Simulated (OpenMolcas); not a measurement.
W3+: effect of the IPEA shift

```json
{
  "Program": "OpenMolcas 26.06",
  "Basis": "ANO-RCC-VTZP [8s7p5d3f2g1h]",
  "Scalar Hamiltonian": "DKH2, point nucleus",
  "Active space": "9 electrons in 8 orbitals (RAS1 5p, at most 2 holes; RAS2 5d)",
  "State averaging": "2S+1 = 4 even, 10 roots; 2S+1 = 2 even, 40 roots",
  "Spin-orbit coupling": "RASSI with atomic mean-field integrals over the reference wave functions, term energies averaged over their components"
}
```

Methods on the same reference wave functions:
A. RASSCF
B. MS-RASPT2, IPEA 0 Eh, imaginary shift 0.1 Eh (closed shells correlated: 5s)
C. MS-RASPT2, IPEA 0.25 Eh, imaginary shift 0.1 Eh (closed shells correlated: 5s)

Energies in cm-1 above 5d3 4F 3/2, the measured ground level; measured values from the list in J. Phys. B 45, 035001 (2012).

```tsv
Level	A	B	C	Measured
5d3 4F 3/2	0.0	0.0	0.0	0.0
5d3 4F 5/2	3638	3960	3860	3537
5d3 4F 7/2	7169	7370	7290	6745
5d3 4F 9/2 [69 %]	10192	9920	9960	9256
5d3 2G 7/2	18367	16050	16530	15261
5d3 2H 9/2 [52 %]	19301	17340	17500	
5d3 4P 5/2	19370	18290	18440	17190
5d3 2H 11/2	26339	23780	23920	22223
5d3 2D 5/2(1)	27180	24360	25180	22766
5d3 2F 7/2	35069	30510	31140	28412
5d3 2F 5/2	35089	30490	31110	27938
5d3 2D 5/2(2)	51023	46670	46970	43287
5d3 2D 3/2(2)	51355	46800	47190
```

Deviations, from unrounded energies. A percentage is the sum of absolute deviations over the sum of measured energies, with the sign that they share, or ± where signs differ.

```tsv
Against measurement	Levels	A	B	C
mean absolute deviation (cm-1)	10	3700	1500	1800
fine structure of the ground term (%)	3	+7.5	+8.8	+8.0
other terms of the ground configuration (%)	7	+20.0	+7.4	+9.1
```

B lies closest to measurement on these levels and A furthest from it. The largest miss of B in the table is 5d3 2D 5/2(2), by +3400 cm-1. The ranking rests on the paired levels alone, and a cruder setting can come out closer through cancelling errors.

Between B and C the level of the table that moves most is 5d3 2D 5/2(1), by 820 cm-1 (lowest in B, highest in C). Moves below CASPT2's spread within the term are not significant.

The mean deviations of B to C differ by less than CASPT2's widest spread within a term (900 cm-1), so their order carries little weight.

From A to B the spin-free energies of the other terms of 5d3 shown, above 4F, scale by factors of 0.77 to 0.88, as is usual when dynamic correlation screens the repulsion within a d or f shell.

The lowest spin-free term lies below A's lowest term by 0.214 hartree in B, 0.209 hartree in C.

CASPT2 breaks the degeneracy within a term, and the mean is taken; among the terms shown or strongly mixed into the levels shown the widest spread is 900 cm-1 (5d3 4F, C). Over all roots computed the reference weight is 0.89 to 0.97 in B, 0.91 to 0.97 in C; the roots of lowest weight are the least certain, and an intruder state may touch them. Active for correlation alone: 5p; no level in the range computed is led by a configuration that opens it, so any true level of that kind is missing. The CASPT2 spread within a term exceeds the gap to the next term for 5d3 2G and 5d3 4P, so the order of their levels is uncertain (figures for B; the like holds for C). Without dynamic correlation excited terms often stand tens of per cent too high (terms of higher spin than the ground term too low), and those without a measured partner can miss by more than the paired ones (holds for A). Some levels mix across a computed gap that differs much from the measured one, so their mixing is not that of the real levels (holds for A). Computed and measured levels are paired by configuration, term and J; levels that our copy of the source lacks, or whose pairing is in doubt (as where it misses far off the trend of its configuration), stay unpaired and out of the deviations. Levels of configurations outside the active space are missing. Levels that lie high or do not pair safely by name in every column are left out.

A share in square brackets marks a mixed level and gives the weight of the term that names it, the lowest over the columns. A number in round brackets counts repeated terms of one configuration in the order of the reference energies.
